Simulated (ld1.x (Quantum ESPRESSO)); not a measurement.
## Pseudopotential generation for V (Z = 23): PAW, LDA (PZ), scalar-relativistic.

ld1.x (Quantum ESPRESSO) 7.5 input, shortened:

```
&input
   title='V', zed=23., rel=1, dft='PZ', iswitch=3,
   config='[Ar] 3d3 4s2 4p0'
 /
 &inputp
   pseudotype=3, lpaw=.true., tm=.true., lloc=-1, rcloc=1.40,
   nlcc=.true., new_core_ps=.true., rcore=0.70,
   which_augfun='BG', rmatch_augfun=0.90
 /
6
3S  1  0   2.00   0.00  1.25  1.55  0.0
4S  2  0   2.00   0.00  1.25  1.55  0.0
3P  2  1   6.00   0.00  1.40  1.50  0.0
4P  3  1   0.00   0.00  1.40  1.50  0.0
3D  3  2   3.00   0.00  1.65  1.80  0.0
3D  3  2   0.00   0.60  1.65  1.80  0.0
 &test
   configts(1)='3s2 3p6 3d3 4s2 4p0'
 /
```

All-electron outer shells of the reference configuration (LDA (PZ), scalar-relativistic, ld1.x):

| shell | level (eV) | outermost node (bohr) | outermost maximum (bohr) |
| --- | --- | --- | --- |
| 2s | -601.09 | 0.09 | 0.26 |
| 2p | -502.84 | – | 0.21 |
| 3s | -69.83 | 0.38 | 0.82 |
| 3p | -43.95 | 0.35 | 0.84 |
| 3d | -5.38 | – | 0.88 |
| 4s | -4.85 | 1.17 | 2.72 |
| 4p | -1.53 | 1.30 | 3.63 |

Task: Does the generator finish with these settings?

Result: Yes, a potential is produced and its reference levels are reproduced.

Task: Estimate the cutoffs (Ry, on a coarse ladder) from which the occupation-weighted sum of valence levels, in a spherical-Bessel basis at the reference potential, stays within 10 and 1 mRy of its value at 400 Ry.

Result: 35 Ry and 70 Ry.

Task: What does a ghost test show?

Result: No extra level below or beside the all-electron valence levels (s, p, d, f tested).

Task: Is the overlap operator S = 1 + Σ q|β⟩⟨β| positive definite (Bessel basis up to 400 Ry)?

Result: Yes: its lowest eigenvalue is 0.06 (s channel).

Its largest configuration-test error is +91 meV (3s2 3p6 3d3 4s0 4p0). Test run stopped at test 5 of 9 (negative rho).
